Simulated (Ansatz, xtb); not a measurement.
## Two structures of BrGeH3Si

Structure I: a singlet given by its coordinates. Structure II: `[GeH3][Si]Br`, a singlet. Both are isolated molecules in the gas phase, relaxed with PBE0-D3(BJ)/def2-SVP.

I (Å):

| atom | x (Å) | y (Å) | z (Å) |
| --- | --- | --- | --- |
| Br | -2.7849 | -1.0104 | -0.0538 |
| Ge | -1.1619 | 1.2143 | 0.0532 |
| Si | -3.4783 | 1.1468 | -0.6149 |
| H | -0.8220 | 0.9244 | -1.4799 |
| H | -4.0268 | 1.0366 | -2.0003 |
| H | -4.6102 | 1.4299 | 0.3177 |

Close contacts (Å): Br1–Ge2 2.76, Br1–Si3 2.33, Ge2–Si3 2.41, Ge2–H4 1.60, Si3–H5 1.49, Si3–H6 1.49.

II (Å):

```csv
atom,x (Å),y (Å),z (Å)
Br,-1.9273,-0.7355,1.5405
Ge,-2.9670,1.2373,-1.1203
Si,-2.9623,-1.1217,-0.4333
H,-1.5188,1.7678,-1.1853
H,-3.7378,2.0837,-0.0847
H,-3.6220,1.4528,-2.5025
```

Q: Estimate E(II) − E(I) at the level CCSD(T)/def2-TZVP.

A: Calculated at CCSD(T)/def2-TZVP: E(II) − E(I) = +8.4 kcal/mol, so structure I lies lower.

The same difference at several levels:

```tsv
level	geometry	E(II) − E(I) (kcal/mol)	departure from the last row (kcal/mol)	job, with rough time for the two
GFN2-xTB	GFN2-xTB	+29.6	+21.2	optimisation, 0.24 s
HF/STO-3G	GFN2-xTB	−24.9	−33.3	single point, 0.76 s
r2SCAN-D4/def2-SVP	GFN2-xTB	+10.3	+1.9	single point, 3.3 s
PBE0-D3(BJ)/def2-SVP	PBE0-D3(BJ)/def2-SVP	+10.9	+2.5	optimisation, 39 s
HF/def2-TZVP	PBE0-D3(BJ)/def2-SVP	+8.1	−0.2	part of the CCSD(T) run
MP2/def2-TZVP	PBE0-D3(BJ)/def2-SVP	+10.5	+2.1	part of the CCSD(T) run
CCSD(T)/def2-TZVP	PBE0-D3(BJ)/def2-SVP	+8.4		single point, 64 s
```

HF/STO-3G puts the two in the other order. The largest departure from CCSD(T)/def2-TZVP is that of HF/STO-3G, 33.3 kcal/mol.

With harmonic frequencies from PBE0-D3(BJ)/def2-SVP (ideal gas, rigid rotor, one conformer each, 298.15 K, 1 atm): the zero-point term adds −0.5 kcal/mol; ΔH is +8.3 and ΔG +6.9 kcal/mol.

The correlated steps freeze 23 core orbitals; the filled d shell of Br and Ge is correlated, in a basis made for valence electrons. Mirror images aren't counted in ΔG. Programs: Ansatz 0.2.0, xtb 6.7.1; the last row on 2 threads of Intel(R) Xeon(R) Platinum 8259CL CPU @ 2.50GHz (Skylake/Cascade Lake) on a shared host.
